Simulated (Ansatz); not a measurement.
Relaxation of Cl₂FH₂NTi (7 atoms, charge 0, multiplicity 1), to a largest force component of 0.02 eV/Å in at most 40 steps.

All numbers below come from Ansatz 0.2.0, RKS LDA/def2-SVP.

```xyz
7
Properties=species:S:1:pos:R:3
Ti 0.000 0.000 0.000
F 0.000 0.000 1.830
N 1.943 0.000 -0.686
H 2.441 -0.918 -0.867
H 2.444 0.918 -0.858
Cl -1.116 1.934 -0.789
Cl -1.116 -1.934 -0.789
```

**Question.** Where does it end, and by what steps?

**Answer.** It converged. The force dipped under the threshold on the way, but the program's further checks kept it going. After 20 steps the energy has fallen by 1.433 eV; H5 moved furthest, 1.06 Å.

| step | energy less start (eV) | largest force component (eV/Å) | accepted |
| --- | --- | --- | --- |
| 0 | 0.0000 | 2.858 | yes |
| 1 | -1.2720 | 1.093 | yes |
| 2 | -1.3444 | 0.245 | yes |
| 3 | -1.3506 | 0.048 | yes |
| 4 | -1.3510 | 0.020 | yes |
| 5 | -1.3511 | 0.013 | yes |
| 6 | -1.3511 | 0.003 | yes |
| 7 | -1.3512 | 0.034 | yes |
| 8 | -1.3513 | 0.069 | yes |
| 9 | -1.3518 | 0.131 | yes |
| 10 | -1.3527 | 0.203 | yes |
| 11 | -1.3543 | 0.245 | yes |
| 12 | -1.3571 | 0.269 | yes |
| 13 | -1.3518 | 0.867 | no |
| 14 | -1.3659 | 0.109 | yes |
| 15 | -1.3742 | 0.280 | yes |
| 16 | -1.3797 | 0.517 | yes |
| 17 | -1.4124 | 0.142 | yes |
| 18 | -1.4283 | 0.034 | yes |
| 19 | -1.4292 | 0.096 | yes |
| 20 | -1.4335 | 0.011 | yes |

```xyz
7
Properties=species:S:1:pos:R:3
Ti 0.032 0.010 -0.024
F 0.124 0.306 1.665
N 1.757 -0.008 -0.622
H 2.040 -0.263 -1.578
H 2.566 0.257 -0.044
Cl -1.051 1.596 -1.041
Cl -0.874 -1.900 -0.516
```

Whether the end is a true minimum wasn't checked by a vibrational analysis.

Run time: 22 s on 4 threads of Arm Neoverse V1, with other jobs on the host, peak memory 0.17 GiB.
